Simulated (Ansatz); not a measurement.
Consider the formal exchange of groups at the Si–O bond: `[SiH3][O][SnH3]` + `[OH][GeH]([OH])[OH]` → `[OH][Ge]([OH])([OH])[SiH3]` + `[OH][SnH3]`.

Program: Ansatz. Geometries: PBE0-D4/def2-TZVP. ΔE: electronic, gas phase. CCSD(T)/CBS adds triple-zeta CCSD(T) − MP2 to the extrapolated MP2 energy (def2 sets, frozen cores). Functionals use def2-TZVPP. Elements past krypton have def2 core potentials. For Ge, Sn outer-core shells are correlated without core-valence functions, which leaves a few kJ/mol of doubt a bond. Scalar relativity is left out up to krypton. Each species was taken in one conformer, which may not be the lowest.

CCSD(T)/CBS gives +89.9 kJ/mol.

(1) Another level gave +83.4 kJ/mol. Which?
A. r2SCAN-D4/def2-TZVPP
B. ωB97X-V/def2-TZVPP
C. PBE-D4/def2-TZVPP
D. MP2/def2-TZVPP

Largest T1 diagnostic among the species: 0.014.

Results:

(1) A. r2SCAN-D4 83.4, MP2/def2-TZVPP 97.5, PBE-D4 62.6, ωB97X-V 88.1 kJ/mol.

In def2-TZVPP, CCSD(T) changes the Hartree–Fock value by −27.4 kJ/mol (the triples alone add −3.7 kJ/mol) and MP2 by −22.0 kJ/mol. From PBE to PBE0 (25 % exact exchange), in def2-TZVPP and without D4, ΔE moves by +11.6 kJ/mol.
